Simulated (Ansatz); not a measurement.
Gas-phase electronic energies from Ansatz, PBE0-D4/def2-TZVP geometries. CCSD(T)/CBS is the MP2 limit (def2-TZVPP, def2-QZVPP) plus CCSD(T) − MP2 in def2-TZVPP, frozen cores. This one scheme is used for every species. Elements past krypton have def2 core potentials. For Br, Sn outer-core shells are correlated without core-valence functions, which leaves a few kJ/mol of doubt a bond. Scalar relativity is left out up to krypton.

Reaction (cleavage of the Sn–Si bond): `[F][Sn]([SiH3])([Cl])[Cl]` + HBr → `[F][Sn]([Cl])([Cl])[Br]` + SiH₄

`[F][Sn]([SiH3])([Cl])[Cl]`:

```xyz
8

F     0.228    0.569   -2.473
Sn    0.664    0.653   -0.614
Si   -0.886   -0.862    0.758
Cl    2.901    0.081   -0.536
Cl    0.525    2.902   -0.106
H    -0.461   -0.735    2.170
H    -0.705   -2.240    0.248
H    -2.266   -0.369    0.551
```

HBr:

Z-matrix (Å, degrees):
```
Br
H 1 1.420
```

`[F][Sn]([Cl])([Cl])[Br]`:

Z-matrix (Å, degrees):
```
Sn
F 1 1.894
Cl 1 2.283 2 106.8
Br 1 2.426 2 107.9 3 120.7
Cl 1 2.283 2 106.8 3 -118.5
```

SiH₄:

Z-matrix (Å, degrees):
```
Si
H 1 1.485
H 1 1.485 2 109.5
H 1 1.485 2 109.5 3 -120.0
H 1 1.485 2 109.5 3 120.0
```

```csv
species,MP2/def2-TZVPP energy (Eh)
`[F][Sn]([SiH3])([Cl])[Cl]`,-1523.75574
HBr,-2573.28961
`[F][Sn]([Cl])([Cl])[Br]`,-3805.66167
SiH₄,-291.40196
```

Work out ΔE.

ΔE = (-3805.66167) + (-291.40196) − (-1523.75574) − (-2573.28961) = -0.01828 Eh = -11.5 kcal/mol. CCSD(T)/CBS gives -11.4 kcal/mol.

Largest T1 diagnostic among the species: 0.013.

In def2-TZVPP, CCSD(T) changes the Hartree–Fock value by +4.4 kcal/mol (the triples alone add +0.1 kcal/mol) and MP2 by +3.6 kcal/mol. From BLYP to BHLYP (50 % exact exchange), in def2-TZVPP and without D4, ΔE moves by −2.4 kcal/mol. Leaving LDA and LC-ωPBE aside and taking each functional with its dispersion term where it has one, the values, not all of them listed here, spread over 3.7 kcal/mol, from BHLYP-D4 to PBE-D4. LDA lies +1.5 kcal/mol from PBE without D4.
